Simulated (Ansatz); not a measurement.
`B[SiH](C)BF` + `N[SiH3]` → `FBN[SiH3]` + `B[SiH2]C`  (cleavage of the B–Si bond)

Computed with Ansatz on PBE0-D4/def2-TZVP structures; ΔE is electronic, products minus reactants. CCSD(T)/CBS adds triple-zeta CCSD(T) − MP2 to the extrapolated MP2 energy (def2 sets, frozen cores). This one scheme is used for every species. DFT in def2-TZVPP. B3LYP here is the variant with VWN-RPA as its local correlation; programs differ in this. One conformer a species, not always the lowest.

```json
{"level": "ωB97X-V", "ΔE (eV)": "-1.63"}
{"level": "B3LYP", "ΔE (eV)": "-1.64"}
{"level": "SCS-MP2/def2-TZVPP", "ΔE (eV)": "-1.71"}
{"level": "SCS-MP2/def2-QZVPP", "ΔE (eV)": "-1.70"}
```

Problem. What does CCSD(T)/CBS give? (Best estimate.)

Solution. Computed: -1.63 eV. The listed levels differ from it by 0.00, -0.01, -0.08, -0.07 eV.

Largest T1 diagnostic among the species: 0.014.

From PBE to PBE0 (25 % exact exchange), in def2-TZVPP and without D4, ΔE moves by −0.08 eV. In def2-TZVPP, CCSD(T) changes the Hartree–Fock value by +0.16 eV (the triples alone add +0.02 eV) and MP2 by +0.10 eV.
